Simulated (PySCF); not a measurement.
SCF from a fresh guess for singlet LaSBr, at the PBE0 minimum. PySCF input:

```python
from pyscf import gto, scf, dft
mol = gto.M(atom='''
La    -0.459740     0.000000    -0.671790
S     -2.490470     0.000000     0.632630
Br     1.818580     0.000000     0.927140''',
    basis={'La': 'def2-TZVP', 'S': 'def2-TZVP', 'Br': 'def2-TZVP'},
    ecp={'La': 'def2-TZVP'},
    charge=0, spin=0)
mf = dft.RKS(mol, xc='PBE')
mf.grids.atom_grid = (50, 194)
mf.grids.prune = None
aux = {'La': 'def2-universal-JKFIT', 'S': 'def2-universal-JKFIT', 'Br': 'def2-universal-JKFIT'}
mf = mf.density_fit(auxbasis=aux)
mf.conv_tol = 1e-08
mf.diis_space = 10
mf.max_cycle = 60
mf.verbose = 4
# dm0: spherical densities of the free atoms in this basis, scaled to the electron count
mf.diis, mf.max_cycle = scf.ADIIS(), 15
mf.kernel(dm0)
mf.diis, mf.max_cycle = True, 60
mf.kernel(mf.make_rdm1())
```

Excerpt of the output (cycles and frontier levels):

```
init E= -3002.68532148367
  HOMO = -0.305840897953605  LUMO = -0.126451896234333  gap/eV = 4.88142
cycle= 1 E= -3003.36376658011  delta_E= -0.678  |g|= 0.718  |ddm|= 2.51
  HOMO = -0.150315576845876  LUMO = -0.128438199296786  gap/eV = 0.59531
cycle= 2 E= -2998.57095061205  delta_E= 4.79  |g|= 2.73  |ddm|= 4.05
  HOMO = -0.134406182010355  LUMO = -0.113684974032768  gap/eV = 0.56385
cycle= 3 E= -3003.09343883455  delta_E= -4.52  |g|= 1.16  |ddm|= 3.39
  HOMO = -0.177907548899682  LUMO = -0.104726128709616  gap/eV = 1.99137
cycle= 4 E= -3003.52259919473  delta_E= -0.429  |g|= 0.182  |ddm|= 0.938
  HOMO = -0.203760149067065  LUMO = -0.126722286227808  gap/eV = 2.09631
cycle= 5 E= -3003.50709745938  delta_E= 0.0155  |g|= 0.26  |ddm|= 0.445
  HOMO = -0.203780727284489  LUMO = -0.114219431813301  gap/eV = 2.43709
cycle= 6 E= -3003.52763846494  delta_E= -0.0205  |g|= 0.122  |ddm|= 0.266
  HOMO = -0.181494036933768  LUMO = -0.117857359817609  gap/eV = 1.73164
cycle= 7 E= -3003.51560599774  delta_E= 0.012  |g|= 0.216  |ddm|= 0.292
  HOMO = -0.1875293987779  LUMO = -0.112238452198125  gap/eV = 2.04877
cycle= 8 E= -3003.5314130762  delta_E= -0.0158  |g|= 0.0516  |ddm|= 0.168
  HOMO = -0.195292480314012  LUMO = -0.114936719629947  gap/eV = 2.18659
cycle= 9 E= -3003.53174557745  delta_E= -0.000333  |g|= 0.038  |ddm|= 0.088
  HOMO = -0.193650544949759  LUMO = -0.112659547090438  gap/eV = 2.20388
cycle= 10 E= -3003.53168631275  delta_E= 5.93e-05  |g|= 0.0364  |ddm|= 0.0545
  HOMO = -0.191218490794848  LUMO = -0.114144473614161  gap/eV = 2.09729
cycle= 11 E= -3003.531982488  delta_E= -0.000296  |g|= 0.0226  |ddm|= 0.0499
  HOMO = -0.193494802245477  LUMO = -0.113531768383219  gap/eV = 2.17590
cycle= 12 E= -3003.53209880828  delta_E= -0.000116  |g|= 0.0153  |ddm|= 0.0328
  HOMO = -0.192274751713577  LUMO = -0.113554719278897  gap/eV = 2.14208
cycle= 13 E= -3003.53214656286  delta_E= -4.78e-05  |g|= 0.00871  |ddm|= 0.0189
  HOMO = -0.192303909334253  LUMO = -0.113851797321921  gap/eV = 2.13479
cycle= 14 E= -3003.53213931439  delta_E= 7.25e-06  |g|= 0.00885  |ddm|= 0.0141
  HOMO = -0.192796002095946  LUMO = -0.113581964167384  gap/eV = 2.15552
cycle= 15 E= -3003.53215940305  delta_E= -2.01e-05  |g|= 0.00459  |ddm|= 0.0105
SCF not converged.
init E= -3003.53215940305
  HOMO = -0.19160438301313  LUMO = -0.114070291242272  gap/eV = 2.10981
cycle= 1 E= -3003.53205928942  delta_E= 0.0001  |g|= 0.0171  |ddm|= 0.0194
  HOMO = -0.19585972982327  LUMO = -0.111946463098907  gap/eV = 2.28340
cycle= 2 E= -3003.53056315573  delta_E= 0.0015  |g|= 0.0653  |ddm|= 0.0745
  HOMO = -0.192565328183212  LUMO = -0.113704443988452  gap/eV = 2.14591
cycle= 3 E= -3003.53216556418  delta_E= -0.0016  |g|= 0.00199  |ddm|= 0.0596
  HOMO = -0.192506376567846  LUMO = -0.113667511257275  gap/eV = 2.14531
cycle= 4 E= -3003.53216670784  delta_E= -1.14e-06  |g|= 0.000142  |ddm|= 0.00167
  HOMO = -0.192502105367133  LUMO = -0.113664114492596  gap/eV = 2.14529
cycle= 5 E= -3003.53216671002  delta_E= -2.18e-09  |g|= 0.000105  |ddm|= 0.000166
  HOMO = -0.192509273251317  LUMO = -0.113666745188848  gap/eV = 2.14541
cycle= 6 E= -3003.53216671355  delta_E= -3.53e-09  |g|= 3.21e-05  |ddm|= 9.83e-05
  HOMO = -0.192515102984072  LUMO = -0.113661152025534  gap/eV = 2.14573
Extra cycle  E= -3003.53216670788  delta_E= 5.67e-09  |g|= 0.000127  |ddm|= 0.000147
converged SCF energy = -3003.53216670788
```

No lower solution of this spin was found by a stability analysis within the restricted form, which does not test spin polarisation.

The search for the lowest solution, with the stability check, took 9.3 s on 4 threads of a shared Arm Neoverse V2 host, with 125 basis functions; the process peaked at 0.39 GiB.
